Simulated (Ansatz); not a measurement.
Reaction (formal exchange of groups at the Al–C bond): `[BH2][Al]([CH3])[CH3]` + `C=NC(N)(F)F` → `[BH2][Al]([CH3])[NH2]` + `C=NC(C)(F)F`

Isolated molecules relaxed with PBE0-D4/def2-TZVP in Ansatz; ΔE leaves out vibrations. CCSD(T)/CBS adds triple-zeta CCSD(T) − MP2 to the extrapolated MP2 energy (def2 sets, frozen cores). Functionals use def2-TZVPP. B3LYP here is the variant with VWN-RPA as its local correlation; programs differ in this. One conformer a species, not always the lowest.

```csv
level,ΔE (kcal/mol),difference from CCSD(T)/CBS
r2SCAN-D4,-22.9,2.2
PBE0-D4,-22.0,3.1
B3LYP-D4,-23.9,1.2
ωB97X-V,-23.3,1.8
ωB97M-V,-23.3,1.8
PBE,-21.3,3.8
r2SCAN,-22.9,2.2
PBE0,-21.9,3.2
B3LYP,-23.8,1.3
HF/def2-TZVPP,-25.0,0.1
CCSD/def2-TZVPP,-24.7,0.4
MP2/def2-QZVPP,-25.6,-0.5
SCS-MP2/def2-QZVPP,-26.0,-0.9
HF/CBS(def2),-25.4,-0.3
MP2/CBS(def2),-25.8,-0.7
CCSD/CBS(def2),-25.4,-0.3
CCSD(T)/CBS,-25.1,0
```

Largest T1 diagnostic among the species: 0.012.
